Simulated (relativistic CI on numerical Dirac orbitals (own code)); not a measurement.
# One change at a time: Pm29+

Base calculation: Dirac-Coulomb-Breit CI, orbitals from a KLI potential per configuration, a model potential for QED, unscaled Slater integrals.

CI space (outside the closed core [Ar] 3d10): 4s2.4p2, 4s.4p3, 4s2.4p.4d, 4p4, 4s.4p2.4d, 4s2.4p.4f, 4s.4p2.4f, 4p3.4d, 4s.4p.4d2, 4s2.4d.4f, 4p3.4f, 4s2.4d2, 4s.4d3, 4s.4d2.4f, 4p2.4d2, 4p.4d3, 4p.4d2.4f, 4s2.4f2, 4s.4d.4f2, 4s.4f3, 4p2.4f2, 4p.4d.4f2, 4p.4f3, 4s.4p.4d.4f. Double excitations out of closed p, d and f shells are left out; levels of such configurations are missing from the list, as are those of other unlisted configurations, and high levels can miss mixing partners.

The lowest level and the first level of each name with at least 55 % of one term (blank where a level has no safe partner in the second run):

| Level | Base (cm⁻¹) | Shift (cm⁻¹) |
| --- | --- | --- |
| 4s2.4p2 3P_0 | 0 | 0 |
| 4s2.4p2 3P_1 | 240907 | +24 |
| 4s2.4p2 1D_2 | 266993 | +20 |
| 4s2.4p2 3P_2 | 527429 | +38 |
| 4s2.4p2 1S_0 | 586061 | +17 |
| 4s.4p3 3D°_3 | 1034474 | +176 |
| 4s.4p3 3P°_0 | 1089781 | +178 |
| 4s2.4p.4d 3F°_3 | 1237888 | +30 |
| 4s2.4p.4d 3F°_4 | 1450408 | +2 |
| 4s2.4p.4d 3P°_0 | 1472843 | +32 |
| 4s2.4p.4d 1F°_3 | 1581872 | +40 |
| 4s2.4p.4d 1P°_1 | 1611039 | +60 |
| 4s.4p2.4d 5F_1 | 1639749 | +188 |
| 4s.4p2.4d 5D_0 | 1843632 | +176 |
| 4s.4p2.4d 5F_4 | 1883488 | +164 |
| 4p4 3P_1 | 1894523 | +257 |
| 4s.4p2.4d 5F_5 | 1943086 | +162 |
| 4s.4p2.4d 3G_3 | 1973610 | +128 |
| 4s.4p2.4d 5P_1 | 1979838 | +170 |
| 4s.4p2.4d 3P_0 | 2083068 | +154 |

At this charge energies of transitions that change n are usually good to better than 1 %, and those within a shell (Δn = 0) to a few per cent.

One thing was changed in a second run, which moved the levels as shown. Which?
A. QED terms removed
B. P86 correlation estimate
C. Breit term removed
D. one mean potential for all configurations
E. configuration mixing switched off

D. One mean potential for all configurations. One potential for all configurations removes the relaxation of the orbitals, which moves whole configurations and changes the integrals a little.

LS names give the leading component of a level, which can be under half, so a name can repeat, a term be missing and a line seem to break the LS rules.
